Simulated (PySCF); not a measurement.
C2H6AlN, SMILES C=[CH][AlH][NH2]. Atoms are numbered in the order given.

```xyz
10

Al     0.4590    -0.5343     0.0000
H      2.0425    -0.5166     0.0000
C     -0.5654     1.1208     0.0000
C      0.0447     2.3198     0.0000
H     -1.6657     1.1353     0.0000
H     -0.5051     3.2705     0.0000
H      1.1386     2.4148     0.0000
N     -0.3681    -2.1068     0.0000
H      0.0989    -3.0091     0.0000
H     -1.3746    -2.2454     0.0000
```

Geometry optimised at B3LYP-D3(BJ)/def2-SVP. One conformer was computed; it need not be the lowest.

Calculation: TDDFT-LC-ωPBE/def2-SVPD (PySCF).

Vertical excitations. Isolated molecule, no solvent. State labels are in the subgroup Cs.

```
state  symmetry  energy (eV)  λ (nm)      f                                                                 main pairs
-----  --------  -----------  ------  -----  -------------------------------------------------------------------------
S1           A"         5.82     213  0.000                                                           HOMO−1→LUMO 89 %
S2           A'         6.71     185  0.392                                                             HOMO→LUMO 83 %
S3           A"         6.86     181  0.060                                                           HOMO→LUMO+1 64 %
S4           A'         7.13     174  0.035                                                           HOMO−2→LUMO 81 %
S5           A"         7.33     169  0.038                                       HOMO−1→LUMO+3 48 %, HOMO−3→LUMO 36 %
S6           A"         7.99     155  0.088  HOMO→LUMO+2 33 %, HOMO−2→LUMO+1 23 %, HOMO−2→LUMO+2 20 %, HOMO→LUMO+1 7 %
S7           A"         8.16     152  0.007                                       HOMO−3→LUMO 47 %, HOMO−1→LUMO+3 31 %
S8           A'         8.21     151  0.033                                                         HOMO−1→LUMO+1 68 %
S9           A'         8.40     148  0.049                   HOMO→LUMO+3 43 %, HOMO−2→LUMO+3 23 %, HOMO−1→LUMO+1 12 %
S10          A"         8.47     146  0.014                      HOMO−4→LUMO 51 %, HOMO−4→LUMO+3 11 %, HOMO→LUMO+4 8 %
T1           A'         3.92     316      0                       HOMO−2→LUMO 48 %, HOMO→LUMO 21 %, HOMO−2→LUMO+3 17 %
T2           A"         5.16     240      0                                                           HOMO−1→LUMO 82 %
T3           A'         5.83     213      0                                           HOMO→LUMO 61 %, HOMO−2→LUMO 20 %
T4           A"         6.36     195      0    HOMO→LUMO+1 56 %, HOMO→LUMO+7 10 %, HOMO−2→LUMO+1 10 %, HOMO→LUMO+2 9 %
```
Triplets are in the Tamm–Dancoff approximation, which puts them higher than full response would, so one can lie above its singlet here.
